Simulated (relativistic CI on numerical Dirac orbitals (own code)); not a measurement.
## What each ingredient does to the levels of Bi⁵⁸⁺

Base calculation: Dirac-Coulomb-Breit CI, KLI orbitals optimised for each configuration, model QED, unscaled Slater integrals.

Configurations in the expansion (outside the closed core [Ne]): 3s²3p⁶3d⁷, 3s²3p⁵3d⁸, 3s²3p⁴3d⁹, 3s3p⁶3d⁸, 3p⁶3d⁹, 3s3p⁵3d⁹, 3s²3p⁶3d⁶4s, 3s²3p⁶3d⁶4p, 3s²3p⁴3d⁸4s, 3s²3p⁶3d⁶4d, 3s²3p⁴3d⁸4p, 3s²3p⁵3d⁷4s, 3s²3p⁶3d⁶4f, 3s²3p⁴3d⁸4d, 3s3p⁵3d⁸4s, 3s²3p⁵3d⁷4p, 3s3p⁵3d⁸4p, 3s²3p⁶3d⁵4s², 3s²3p⁵3d⁷4d, 3s3p⁵3d⁸4d, 3s3p⁶3d⁷4s, 3s²3p⁶3d⁵4s4p, 3s²3p⁵3d⁷4f, 3p⁶3d⁸4s, 3s²3p⁶3d⁶5s, 3s²3p⁶3d⁵4p², 3s3p⁶3d⁷4p, 3p⁶3d⁸4p, 3s²3p⁶3d⁶5p, 3s²3p⁵3d⁶4s², 3s²3p⁶3d⁶5d, 3p⁶3d⁸4d, 3s²3p⁶3d⁶5f, 3s3p⁶3d⁶4s², 3s²3p⁵3d⁷5s, 3s²3p⁶3d⁶6s. Levels of other configurations are missing.

Variants: (1) QED terms removed. Shifts of the energy above 3s²3p⁶3d⁷ ⁴F9/2, in eV, for the lowest level and the first level of each name with at least 55 % of one term (blank where a level changes its place among those of its configuration and J or its character, or is not in the variant):

| Level | Base | Δ(1) |
| --- | --- | --- |
| 3s²3p⁶3d⁷ ⁴F9/2 | 0.00 | 0.00 |
| 3s²3p⁶3d⁷ ⁴F7/2 | 115.82 | -0.30 |
| 3s²3p⁶3d⁷ ⁴P5/2 | 130.55 | -0.30 |
| 3s²3p⁶3d⁷ ²H11/2 | 132.83 | -0.30 |
| 3s²3p⁶3d⁷ ²F7/2 | 141.91 | -0.30 |
| 3s²3p⁶3d⁷ ²F5/2 | 146.69 | -0.29 |
| 3s²3p⁶3d⁷ ²D3/2 | 168.80 | -0.29 |
| 3s²3p⁶3d⁷ ⁴F5/2 | 239.72 | -0.59 |
| 3s²3p⁶3d⁷ ²H9/2 | 249.71 | -0.59 |
| 3s²3p⁵3d⁸ ⁴G°11/2 | 517.08 | +1.06 |
| 3s²3p⁵3d⁸ ²D°5/2 | 530.89 | +1.07 |
| 3s²3p⁵3d⁸ ⁴F°9/2 | 539.49 | +1.06 |
| 3s²3p⁵3d⁸ ²P°3/2 | 570.67 | +1.07 |
| 3s²3p⁵3d⁸ ⁴G°9/2 | 642.52 | +0.77 |
| 3s²3p⁵3d⁸ ²H°11/2 | 666.95 | +0.77 |
| 3s²3p⁵3d⁸ ²G°9/2 | 689.21 | +0.77 |
| 3s²3p⁵3d⁸ ²F°5/2 | 704.11 | +0.78 |
| 3s²3p⁵3d⁸ ⁴D°1/2 | 793.52 | +0.48 |
| 3s²3p⁴3d⁹ ⁴F9/2 | 1077.10 | +2.09 |
| 3s²3p⁴3d⁹ ²P1/2 | 1087.58 | +2.10 |
| 3s²3p⁴3d⁹ ²D5/2 | 1110.59 | +2.09 |

At this charge energies of transitions that change n are usually good to better than 1 %, and those within a shell (Δn = 0) to a few per cent.

Ionisation energy from the two ground configurations alone: base 6053.85 eV. The NIST ASD value (theoretical) is 6054 eV.

LS names give the leading component of a level, which can be under half, so a name can repeat, a term be missing and a line seem to break the LS rules.
